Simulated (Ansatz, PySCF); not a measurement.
C9H6N4, SMILES C1=CC2=NC=CC3=NC=NC(=C1)N23. Atoms are numbered in the order given.

```xyz
19

C     -0.7229    -2.6655     0.0000
C     -1.7044    -1.6922     0.0000
C     -1.3625    -0.3214     0.0000
N     -2.3124     0.6221     0.0000
C     -1.9386     1.8987     0.0000
C     -0.6175     2.3229     0.0000
C      0.4093     1.3615     0.0000
N      1.7038     1.6880     0.0000
C      2.5821     0.6806     0.0000
N      2.3194    -0.6089     0.0000
C      1.0143    -0.9771     0.0000
C      0.6312    -2.3174     0.0000
N      0.0079     0.0100     0.0000
H     -1.0074    -3.7203     0.0000
H     -2.7685    -1.9212     0.0000
H     -2.7474     2.6389     0.0000
H     -0.3276     3.3717     0.0000
H      3.6420     0.9660     0.0000
H      1.4321    -3.0543     0.0000
```

Geometry: B3LYP-D3(BJ)/def2-SVP.

Vertical ionisation energy (IE) and electron affinity (EA) in eV. Rows of orbital energies are one-electron estimates. Where ΔSCF, EOM or ADC give a negative EA the extra electron is unbound and the value depends on the basis.

```json
[
 {"level": "−ε(HOMO), −ε(LUMO), HF/def2-SVP (PySCF)", "IE": "?", "EA": "?"},
 {"level": "−ε(HOMO), −ε(LUMO), PBE/def2-SVP (PySCF)", "IE": "4.90", "EA": "3.10"},
 {"level": "ΔSCF, PBE/def2-SVPD (Ansatz), final states of multiplicity 2 and 2", "IE": "7.37", "EA": "0.91"}
]
```

Complete the blanks. (The exact figures need the calculation; the answer reports its results.)


- −ε(HOMO), −ε(LUMO), HF/def2-SVP (PySCF), IE: 7.32
- −ε(HOMO), −ε(LUMO), HF/def2-SVP (PySCF), EA: -1.19

What vertical singlet–triplet gap does ΔSCF give with CAM-B3LYP/def2-SVPD (Ansatz, a program for electronic structure) and with PBE/def2-SVPD (Ansatz)? (The exact figures need the calculation; the answer reports its results.)

2.01 and 1.76 eV (triplet above singlet where positive).
